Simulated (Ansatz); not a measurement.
`C[SiH2]SP` → `PS` + `C[SiH]` at 700 K and 1 bar (silylene formation by 1,1-elimination).

Program: Ansatz. Geometries: PBE0-D4/def2-TZVP. ΔE: electronic, gas phase. CCSD(T)/CBS adds triple-zeta CCSD(T) − MP2 to the extrapolated MP2 energy (def2 sets, frozen cores). This one scheme is used for every species. One conformer a species, not always the lowest.

```tsv
species	CCSD(T)/CBS energy (Eh)	H − E (kJ/mol)	S (J/(mol·K))
`C[SiH2]SP`	-1070.09506	276.6	481.9
`PS`	-740.51379	110.9	323.0
`C[SiH]`	-329.46712	152.0	322.2
```

H − E and S are ideal-gas, rigid-rotor, harmonic terms from PBE0-D4/def2-TZVP, for one conformer and one mirror image of each species. 1 Eh = 2625.50 kJ/mol, R = 8.31446 J/(mol·K).

Problem. By hand: ΔE, ΔH, ΔS and ΔG.

Solution. ΔE = (-740.51379) + (-329.46712) − (-1070.09506) = 0.11415 Eh = 299.7 kJ/mol. Δ(H − E) = 110.9 + 152.0 − 276.6 = -13.7, so ΔH = 286.0 kJ/mol. ΔS = 323.0 + 322.2 − 481.9 = 163.3 J/(mol·K). ΔG = 286.0 − 700 × (163.3)/1000 = 171.7 kJ/mol.

Problem. By hand: the equilibrium constant, and the temperature at which ΔG would vanish if ΔH and ΔS stayed fixed.

Solution. log₁₀ K = −ΔG/(RT ln 10) = -12.8. ΔG = 0 at ΔH/ΔS = 1751 K.

The number of gas molecules changes by +1, which sets the sign of ΔS. A doubt of 5 kJ/mol in ΔE shifts log₁₀ K by 0.4 here. Other conformers and mirror images would add mixing entropy, several J/(mol·K) or more a flexible species. These are equilibria of isolated gas molecules and say nothing of rates. Largest T1 diagnostic: 0.012 (customary marks: 0.02 for closed shells, 0.045 for open ones).
